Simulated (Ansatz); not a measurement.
Basis-set extrapolation for `O[B](F)[AlH][F]` (PBE0-D4/def2-TZVP geometry, frozen core, the Gaussian-basis code of Ansatz). Multiplicity 1, RHF reference.

```csv
,def2-TZVPP,def2-QZVPP
HF,-541.827447,-541.848982
MP2 correlation,-0.904779,-0.985773
CCSD(T) correlation,-0.950474,-1.027954
```

Energies in hartree. Use E(X) = E(∞) + A·exp(−7.88·√X) for Hartree–Fock and E(X) = E(∞) + B·X^(−2.97) for correlation, with X = 3 and 4.

What is the CCSD(T) energy at the basis-set limit?

HF limit: -541.848982 + (-0.021535) × 0.13774 = -541.85195. Correlation limit: -1.027954 + (-0.077480) × 0.74074 = -1.08535. Total: -542.93730 hartree, 4.34 eV below CCSD(T)/def2-TZVPP.
